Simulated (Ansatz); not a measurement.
SiH2Br− (SMILES [SiH2-]Br): the energy, rung by rung

SiH2Br− has 4 atoms, charge -1, and is taken as a singlet. SMILES: `[SiH2-]Br`. Geometry: relaxed at GFN2-xTB.

```tsv
atom	x (Å)	y (Å)	z (Å)
Si	-0.1920	-0.3430	-0.6194
Br	1.6877	-0.2714	0.9111
H	-1.2099	-0.5300	0.4614
H	-0.2858	1.1444	-0.7531
```

Each level gives the energy change with the Si1–H3 bond stretched from 1.496 to 1.871 Å (eV). The values are calculated.

| level | kind | program | value (eV) | less FCI/STO-3G | CPU time (all runs) |
| --- | --- | --- | --- | --- | --- |
| HF/STO-3G (restricted) | Hartree–Fock | Ansatz | 1.25 | +0.35 | 0.66 s |
| SVWN5/STO-3G (restricted) | LDA | Ansatz | 0.81 | -0.09 | 1.8 s |
| PBE/STO-3G (restricted) | GGA | Ansatz | 0.73 | -0.17 | 2.6 s |
| r2SCAN/STO-3G (restricted) | meta-GGA | Ansatz | 0.82 | -0.08 | 6.4 s |
| r2SCAN0/STO-3G (restricted) | hybrid meta-GGA | Ansatz | 0.96 | +0.06 | 7.3 s |
| wB97M-V/STO-3G (restricted) | range-separated hybrid | Ansatz | 0.95 | +0.05 | 39 s |
| B2PLYP/STO-3G (restricted) | double hybrid | Ansatz | 0.94 | +0.04 | 3.6 s |
| CCSD(T)/STO-3G (restricted) | coupled cluster or CI | Ansatz | 0.89 | -0.01 | 0.65 s |
| CCSDTQ/STO-3G (restricted) | coupled cluster or CI | Ansatz | 0.90 | 0.00 | 29 s |
| FCI/STO-3G | exact in the basis | Ansatz | 0.90 | 0.00 | 1.8 s |

FCI/STO-3G is exact within its basis and frozen core, so for wave-function methods in that basis the difference is their error; functionals converge differently with the basis, so for them it is only a difference. All-electron rows without a relativistic Hamiltonian named are non-relativistic. Sets without diffuse functions describe the anion poorly. The first shape isn't each level's own minimum. The values span 0.73 to 1.25 eV. All rows use very small basis sets, so none should be taken for the real molecule's value. In the correlated wave-function rows the outer d shell of Br is correlated, in sets not made for it. In so small a basis fixed costs decide the times, and correlated methods can beat functionals. CPU times are rough (shared hosts, several kinds of processor and program).
